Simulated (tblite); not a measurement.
C4H6F2O2Si.
Structure used (GFN2-xTB), in Å, numbered top down from 1:
```
atom  x, y, z in Å
O1     3.1511    0.5782    0.6363
C2     2.3329    0.0694   -0.0803
C3     0.9564   -0.3007    0.3450
O4     0.3536   -1.1777   -0.5918
C5    -1.0440   -1.2254   -0.4290
C6    -1.6423    0.1862   -0.3432
F7    -2.0120    0.6275   -1.6009
Si8   -0.1976    1.2496    0.3641
F9     0.2666    2.3293   -0.7222
H10    2.5269   -0.1434   -1.1453
H11    0.9886   -0.7623    1.3426
H12   -1.4347   -1.7650   -1.2926
H13   -1.2985   -1.7706    0.4922
H14   -2.5650    0.1814    0.2425
H15   -0.3864    1.9313    1.6241
```

Calculated harmonic vibrations of the isolated species, GFN2-xTB (tblite), most abundant isotopes, no scaling. Against measured fundamentals such values can be off by several per cent, at times by over 20. Modes of hydrogen on silicon can be 10 to 20 % off. One conformer, not necessarily the lowest.

Harmonic wavenumbers (cm⁻¹): 39.8, 91.5, 132.1, 141.2, 168.3, 207.9, 298.7, 331.3, 386.4, 424.8, 533.3, 547.7, 587.3, 609.0, 678.9, 735.7, 854.5, 885.1, 903.6, 969.2, 1025.0, 1048.1, 1089.7, 1102.4, 1105.5, 1151.4, 1221.3, 1257.4, 1292.2, 1316.8, 1342.8, 1444.1, 1768.0, 2431.7, 2817.6, 2848.4, 2871.2, 2949.4, 3007.1.

A = 2186, B = 1112, C = 851.9 MHz; mass 152.011 u (most abundant isotopes); point group C1, symmetry number 1.

Zero-point energy?

½Σν̃ = 21308 cm⁻¹ = 254.90 kJ/mol.

What is S at 400 K and 1 bar for an ideal gas of classical rigid rotors and harmonic oscillators?

Translation 177.62, rotation 126.80, vibration 154.66: S = 459.1 J/(mol K).

And Cp and H(400 K) − H(0)?

Cp = 186.41 J/(mol K), of which vibrations give 153.15 (their classical limit is 39 R = 324.3); H(400 K) − H(0) = 45.29 kJ/mol without the zero-point energy, 31.99 from vibrations.

What must be added to the electronic energy to get the Gibbs energy at 400 K and 1 bar?

ZPE + [H(400 K) − H(0)] − T·S = 254.90 + 45.29 − 183.63 = 116.56 kJ/mol.

How do the functions run with temperature in this model?

```csv
T (K),S (J/(mol K)),Cp (J/(mol K)),H − H(0) (kJ/mol),G − H(0) (kJ/mol),ln q(vib)
100,291.8,76.3,5.32,-23.85,1.62
200,356.6,114.9,14.90,-56.42,4.09
300,410.4,152.6,28.29,-94.83,6.55
500,503.8,213.9,65.36,-186.51,11.36
800,617.3,267.5,138.44,-355.36,18.04
1000,679.4,289.1,194.24,-485.18,22.08
```

q(vib) and H(0) count from the zero-point level.

Blend soft modes into free rotors: weight 1/[1 + (100 cm⁻¹/ν̃)⁴] for the oscillator and the rest for a rotor with moment μB/(μ + B), μ = h/(8π²ν), B = 10⁻⁴⁴ kg m². What vibrational entropy results?

143.69 J/(mol K) in place of 154.66, which changes −T·S at 400 K by +4.39 kJ/mol.

Which modes carry the vibrational entropy at 400 K?

39.8 cm⁻¹: 24.48; 91.5 cm⁻¹: 17.59; 132.1 cm⁻¹: 14.58; 141.2 cm⁻¹: 14.04; 168.3 cm⁻¹: 12.61; 207.9 cm⁻¹: 10.92 J/(mol K); the other 33 give 60.43 together.

Hindered rotation and anharmonicity are outside this model. Other conformers, if any are populated, would add a mixing term that is left out. The structure is chiral; the term R ln 2 for an equal mix with its mirror image is left out.
